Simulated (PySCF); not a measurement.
A species of formula C6H9Cl has this rotational fingerprint, computed with PBE0-D3(BJ)/def2-SVP geometry optimisation, gas phase in PySCF 2.14.0:

```
Rotational constants : A = 3479, B = 1059, C = 995.7 MHz
Dipole components    : |μa| = 1.86 D, |μb| = 1.19 D, |μc| = 0.00 D
Inertial defect      : -115.01 u·Å²
κ                    : -0.95
```

**Question.** Which candidate fits, each taken in the one conformer that was computed?
A. `Cl[C@H]1CC12CCC2`
B. `C(C)(=C=C(C)Cl)C`

**Answer.** B. It is CC(C)=C=C(C)Cl, a near-prolate asymmetric top, point group Cs. The candidates at the same level (rigid rotor, commonest isotopes):

```json
{"SMILES": "Cl[C@H]1CC12CCC2", "A (MHz)": "4354", "B (MHz)": "1446", "C (MHz)": "1274", "μa (D)": "1.56", "μb (D)": "0.92", "μc (D)": "0.09", "Δ (u·Å²)": "-68.96", "point group": "C1", "rotor": "asymmetric top"}
{"SMILES": "CC(C)=C=C(C)Cl", "A (MHz)": "3479", "B (MHz)": "1059", "C (MHz)": "995.7", "μa (D)": "1.86", "μb (D)": "1.19", "μc (D)": "0.00", "Δ (u·Å²)": "-115.01", "point group": "Cs", "rotor": "near-prolate asymmetric top"}
```

`Cl[C@H]1CC12CCC2` has B 37 % too high. In the right answer the mirror of this Cs structure is the ab plane, so μc vanishes by symmetry. No structure here is proved a minimum.
